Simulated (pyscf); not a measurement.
## :HSi–O–PH₂, singlet

Gas-phase minimum from PySCF at ωB97X-D3(BJ)/def2-SVP, one conformer. :HSi–O–PH₂ [singlet] lies 16.3 kcal/mol over its isomer HO–SiH=PH (electronic energy, ωB97M-D3(BJ)/def2-TZVP). 

SMILES: [SiH]OP
```xyz
6

Si    -2.5756     0.5723     0.9258
O     -0.9220     0.6102     0.7345
P      0.2461    -0.3272    -0.0105
H     -2.8392    -0.6714     0.0374
H     -0.5983    -1.0931    -0.8798
H      0.6015     0.5857    -1.0502
```
Charge 0, spin multiplicity 1.

Bonded distances (Å): Si1–O2 1.665, Si1–H4 1.551, O2–P3 1.673, P3–H5 1.434, P3–H6 1.429. Angles (°): O2–Si1–H4 97.0, Si1–O2–P3 137.0, O2–P3–H5 99.1, O2–P3–H6 98.0, H5–P3–H6 92.7.

Properties at ωB97X-D3(BJ)/def2-SVP:

Harmonic wavenumbers, unscaled: 105, 220, 299, 630, 900, 928, 965, 1045, 1129, 1964, 2387, 2420 cm⁻¹
Zero-point energy: 18.6 kcal/mol
Rotational symmetry number: 1
Entropy of this conformer at 298 K and 1 atm, rigid rotor and harmonic oscillator, modes under 100 cm⁻¹ raised to 100: 295.6 J/(mol K)
Dipole moment: 1.38 D

Single-point totals, which compare only within one level (frozen core for MP2 and CC):

```json
[
 {"level": "ωB97X-D3(BJ)/def2-TZVP", "total energy (hartree)": "-707.95782"},
 {"level": "PBE/def2-TZVP", "total energy (hartree)": "-707.51891"},
 {"level": "r²SCAN/def2-TZVP", "total energy (hartree)": "-707.81247"},
 {"level": "B3LYP-D3(BJ)/def2-TZVP", "total energy (hartree)": "-707.96367"},
 {"level": "PBE0-D3(BJ)/def2-TZVP", "total energy (hartree)": "-707.57598"},
 {"level": "M06-2X/def2-TZVP", "total energy (hartree)": "-707.84015"},
 {"level": "ωB97M-D3(BJ)/def2-TZVP", "total energy (hartree)": "-708.01744"},
 {"level": "HF/def2-TZVPP", "total energy (hartree)": "-706.32744"},
 {"level": "MP2/def2-TZVPP", "total energy (hartree)": "-706.81759"},
 {"level": "CCSD/def2-TZVPP", "total energy (hartree)": "-706.85550"},
 {"level": "CCSD(T)/def2-TZVPP", "total energy (hartree)": "-706.87672"}
]
```

Soft torsions are taken as harmonic, which can shift the entropy by several J/(mol K). The CCSD(T) − MP2 part came from Ansatz, without density fitting, on the same reference.
